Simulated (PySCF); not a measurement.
# Electron correlation in Tc (technetium, neutral)

[Kr] 4d5 5s2, high-spin 6S determinant. Computed with PySCF 2.14 in aug-cc-pVTZ-PP with ECP28MDF, with scalar relativity through the core potential. Frozen: 4s2 4p6; 7 electrons correlated.

```json
{"level": "CCSD", "correlation energy (mhartree)": "-136.43"}
{"level": "(T)", "correlation energy (mhartree)": "-5.95"}
{"level": "CCSD(T)", "correlation energy (mhartree)": "-142.38"}
```

Diagnostics: T1 = 0.028, D1 = 0.1012, largest double amplitude 0.049.

Cost of the coupled-cluster step: of the order of 19 core-seconds, for 7 correlated electrons.
